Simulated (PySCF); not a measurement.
C6H7ClOSi.
Atom-mapped SMILES: `[Cl:1][SiH2:2][O:3][c:4]1[cH:5][cH:6][cH:7][cH:8][cH:9]1` (hydrogens: H10, H11 on Si2; H12 on C5; H13 on C6; H14 on C7; H15 on C8; H16 on C9)

Level: CAM-B3LYP/def2-SVPD in PySCF, non-relativistic, on one gas-phase PBE0-D3(BJ)/def2-SVP geometry that isn't relaxed in the solvent. The solvent is an IEF-PCM continuum (van der Waals radii × 1.2), and excitations are vertical TDDFT with non-equilibrium linear response and a frozen core. Specific hydrogen bonds and non-electrostatic terms are outside this model.

Gas-phase singlets (H = HOMO, L = LUMO):

```json
{"state": "S1", "E (eV)": "5.276", "λ (nm)": "235", "f": "0.016", "leading configurations": "H→L 72%, H-1→L+1 19%"}
{"state": "S2", "E (eV)": "5.962", "λ (nm)": "208", "f": "0.077", "leading configurations": "H→L+1 66%, H-1→L 24%"}
{"state": "S3", "E (eV)": "6.660", "λ (nm)": "186", "f": "0.029", "leading configurations": "H→L+2 58%, H→L+4 16%"}
{"state": "S4", "E (eV)": "6.766", "λ (nm)": "183", "f": "0.303", "leading configurations": "H-1→L 32%, H→L+3 23%, H→L+1 21%"}
{"state": "S5", "E (eV)": "6.897", "λ (nm)": "180", "f": "0.218", "leading configurations": "H-1→L+1 27%, H→L+5 15%, H→L 13%"}
```

Problem. Give the list for benzene (ε = 2.271), n² = 2.25.

Solution. 
```
state  E (eV)  λ (nm)      f           leading configurations  change by rank (eV)
   S1   5.265     236  0.028             H→L 74%, H-1→L+1 18%               -0.011
   S2   5.921     209  0.117             H→L+1 69%, H-1→L 21%               -0.041
   S3   6.640     187  0.525  H-1→L 49%, H→L+1 22%, H→L+2 17%               -0.020
   S4   6.677     186  0.302  H→L+2 37%, H-1→L 17%, H→L+4 14%               -0.089
   S5   6.776     183  0.449  H-1→L+1 52%, H→L 17%, H→L+2 14%               -0.121
```

Problem. How do the frontier levels move from gas to benzene?

Solution. 
```tsv
orbital	gas (eV)	solvent (eV)	change (eV)
LUMO+2	1.13	1.21	+0.08
LUMO+1	0.74	0.78	+0.04
LUMO	0.58	0.61	+0.03
HOMO	-8.10	-8.07	+0.03
HOMO-1	-8.74	-8.71	+0.03
HOMO-2	-10.47	-10.44	+0.03
HOMO-3	-10.68	-10.66	+0.02
```

The HOMO–LUMO gap goes from 8.67 to 8.69 eV.

Shape of the structure used: `[Cl:1][SiH2:2][O:3][c:4]1[cH:5][cH:6][cH:7][cH:8][cH:9]1`: Cl1–Si2–O3–C4 71°, Si2–O3–C4–C5 -18°.
